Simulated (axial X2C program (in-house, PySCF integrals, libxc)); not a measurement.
**Spin–orbit effects down a group: molecules with Se (ions), CCSD**

Computed with an in-house relativistic program for diatomic molecules, spin-free (one-electron X2C) or two-component (2c: spin–orbit coupling with atomic mean-field Coulomb and Gaunt terms, which also bring small scalar terms), in Dyall basis sets with cores contracted in-house; open shells are unrestricted.

Basis sets: H dyall-v3z, Li dyall-cv3z, Na dyall-cv3z, Se dyall-cv3z. Frozen shells (counts by l): SeH⁺ Se 3s2p1d, H none, 6 electrons correlated; LiSe⁺ Se 3s2p1d, Li 1s, 6 electrons correlated; NaSe⁺ Se 3s2p1d, Na 1s, 14 electrons correlated. Coupled cluster in natural virtuals with an MP2 remainder. Where the outer core of a metal is frozen, bonds come out longer and ionisation energies lower. Frozen cores can differ along the series, which adds to the trend.

```tsv
molecule	spin-free state	Re (Å)	ωe (cm⁻¹)	De (eV)	2c state	Re 2c (Å)	ωe 2c (cm⁻¹)	De 2c (eV)
SeH⁺	M_S = 1, Λ = 0	1.486	2335.9	3.07	Ω = 1	1.486	2333.5	3.05
LiSe⁺	M_S = 1, Λ = 0	2.611	308.3	0.85	Ω = 1	2.613	306.3	0.75
NaSe⁺	M_S = 1, Λ = 0	2.961	154.6	0.58	Ω = 1	2.968	153.2	0.49
```

(1) Work out the shifts from the spin-free to the two-component result.

Fragments in 2c: Se+ + H, Se + Li+, Se + Na+. Each entry is the lowest single determinant of a limited PBE0 search at one distance. De goes to single-determinant-based atoms at the same level (for ions the charge split of lowest energy) and is withheld (n/a) where an atom does not fit its ground term or J level. Main or longest-lived isotopes. One determinant is a doubtful description, or other states lie close, for SeH⁺, LiSe⁺, NaSe⁺; these need not be ground states, and all values refer to the states named. Some open-shell Ω = 0 determinants are out of reach, so the Ω given for SeH⁺, LiSe⁺, NaSe⁺ need not be the lowest component. With several unpaired electrons the Ω given is that of one determinant, not necessarily of the lowest component.

Answers

(1) 

| molecule | 2c state | ΔRe (Å) | Δωe (cm⁻¹) | ΔDe (eV) |
| --- | --- | --- | --- | --- |
| SeH⁺ | Ω = 1 | 0.000 | -2.4 | -0.02 |
| LiSe⁺ | Ω = 1 | 0.002 | -2.0 | -0.10 |
| NaSe⁺ | Ω = 1 | 0.007 | -1.4 | -0.09 |

Shifts of one unit in the last digit are rounding.
